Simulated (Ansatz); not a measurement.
```yaml
crystal:
  periodic: [false, false, false]
  atoms:
    - {symbol: C, position_ang: [-0.550592, -0.885069, 1.082795]}
    - {symbol: Se, position_ang: [0.703153, 0.623047, 1.129961]}
    - {symbol: Ga, position_ang: [0.720933, 1.097456, -1.111044]}
    - {symbol: Cl, position_ang: [-0.450979, -0.047872, -2.480706]}
    - {symbol: Cl, position_ang: [1.892295, 2.680097, -1.915384]}
    - {symbol: H, position_ang: [-0.153726, -1.688921, 0.469053]}
    - {symbol: H, position_ang: [-0.642804, -1.217484, 2.115363]}
    - {symbol: H, position_ang: [-1.518291, -0.561253, 0.709962]}
basis:
  gaussian: {orbitals: aug-cc-pVTZ}
magnetization: {spin_polarized: true, initial_magnetization: 0}
hamiltonian: {xc: {name: HF}}
correlation: {method: mp2, frozen_orbitals: {C: 0}}
scf: {lower_state_search: full}
output: {forces: true}
```

```sh
$ ansatz run in.yaml --threads 4 --pin off --events-out ev --progress --plain --max-ram 11315MiB
```

Shortened log:

```
Functional definition: HF
Error: "frozen_orbitals" has no count for Se
```

Problem. What is wrong with this run?

Solution. Frozen orbitals are typed for one element alone, and the program wants a count for each. The input was rejected before any iteration.
